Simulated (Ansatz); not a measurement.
`F[SiH](Cl)O[SiH3]` and `F[SiH](F)Cl` differ in one atom or group.

Ansatz, PBE0-D4/def2-TZVP geometries, multiplicity 1. Each molecule was computed in one conformer, which needn't be the lowest.

```csv
property,`F[SiH](Cl)O[SiH3]`
HOMO energy (PBE/def2-TZVPP) / eV,-7.93
LUMO energy (PBE0/def2-TZVPP) / eV,-0.08
HOMO energy (PBE0/def2-TZVPP) / eV,-9.40
HOMO energy (ωB97M-V/def2-TZVPP) / eV,-11.70
HOMO–LUMO gap (PBE/def2-TZVPP) / eV,6.97
LUMO energy (PBE/def2-TZVPP) / eV,-0.96
```

**Question.** What does the change do to each property? (An estimate is asked.)

**Answer.** Computed: 
```csv
property,`F[SiH](F)Cl`,shift
HOMO energy (PBE/def2-TZVPP) / eV,-8.55,-0.62
LUMO energy (PBE0/def2-TZVPP) / eV,0.59,0.67
HOMO energy (PBE0/def2-TZVPP) / eV,-10.01,-0.61
HOMO energy (ωB97M-V/def2-TZVPP) / eV,-12.29,-0.59
HOMO–LUMO gap (PBE/def2-TZVPP) / eV,8.23,1.26
LUMO energy (PBE/def2-TZVPP) / eV,-0.32,0.64
```

With PBE0 the HOMO falls by 0.61 eV and the LUMO rises by 0.67 eV, so the gap widens by about 1.28 eV. PBE moves the HOMO by -0.62 eV and ωB97M-V by -0.59 eV. The zero-point energy changes by -72.0 kJ/mol with -12 modes.
